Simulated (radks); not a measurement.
Values are calculated unless marked as measured or tabulated.
Coulomb parameter of the 4d shell of neutral molybdenum in the model configuration [Kr] 4d3.5 5s1 5p1.5, as a second difference U = [E(n + 0.25) + E(n - 0.25) - 2 E(n)] / (0.25)^2 with all orbitals relaxed. "Bare": the charge of the atom changes with n. "Screened": the 5p shell takes up the change at fixed total charge, which measures U(4d,4d) + U(5p,5p) - 2 U(4d,5p). Code: a radial shooting solver on a logarithmic mesh with Libxc functionals. Model: scalar-relativistic Kohn-Sham, PBE, spin-unpolarised, spherical densities, point nucleus.

case,configuration,E - E(n) (eV)
start,[Kr] 4d3.5 5s1 5p1.5,0.000
bare +0.25,[Kr] 4d3.75 5s1 5p1.5,-1.878
bare -0.25,[Kr] 4d3.25 5s1 5p1.5,2.417
screened +0.25,[Kr] 4d3.75 5s1 5p1.25,-1.425
screened -0.25,[Kr] 4d3.25 5s1 5p1.75,1.574

U(bare) = 8.620 eV, U(screened by 5p) = 2.387 eV, against the Slater integral F0(4d,4d) = 14.044 eV with frozen orbitals. The step up makes a negative ion, whose loosely bound charge lowers the bare value.
